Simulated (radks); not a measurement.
Species: the cadmium ion Cd+. Configuration: [Kr] 4d10 5s1.

All-electron calculation, scalar-relativistic Kohn-Sham, PBE, spin-polarised, spherical densities, finite nucleus; open shells are filled with parallel spins first (spin-orbit coupling, left out, can overturn this in heavy ions); Fermi nuclear charge, rms radius 4.6087 fm. Program: a radial shooting solver on a logarithmic mesh with Libxc functionals.

Energy parts (eV):
total: -152225.805
kinetic: 158395.477
electron-nucleus: -367646.559
Hartree: 61218.514
exchange-correlation: -4193.237

Orbitals (lengths in bohr, moments of r in powers of bohr; <r^-3> diverges for s and p1/2):
orbital,occ.,eigenvalue (eV),<r^-3>,<1/r>
1s up,1,-26533.15,-,50.64
1s down,1,-26533.12,-,50.64
2s up,1,-3946.610,-,11.52
2s down,1,-3946.607,-,11.52
2p up,3,-3542.245,4068,11.11
2p down,3,-3542.238,4068,11.11
3s up,1,-742.6959,-,4.062
3s down,1,-742.6752,-,4.062
3p up,3,-610.0295,735.8,3.869
3p down,3,-610.0088,735.9,3.869
3d up,5,-402.3854,100.8,3.642
3d down,5,-402.3705,100.8,3.642
4s up,1,-114.7365,-,1.571
4s down,1,-114.7068,-,1.572
4p up,3,-75.8200,124.6,1.415
4p down,3,-75.7659,124.8,1.416
4d up,5,-20.6069,10.28,1.056
4d down,5,-20.3562,10.45,1.065
5s up,1,-13.4733,-,0.4832
5s down,0,-12.5418,-,0.4846

The highest occupied level is 5s up at -13.473 eV. The density falls to 0.001 e/bohr^3 at r = 3.86 bohr. For comparison, the ionisation energy in NIST's Atomic Spectra Database is 16.908 eV (measured). In exact Kohn-Sham theory the highest level is minus the ionisation energy, but local and semilocal functionals leave it too shallow, through self-interaction and a potential that decays too fast; potentials with the right tail come closer. The spin density at the nucleus is 27.15 e/bohr^3 (1s 0.12, 2s 0.07, 3s -0.02, 4s -0.06, 5s 27.04).
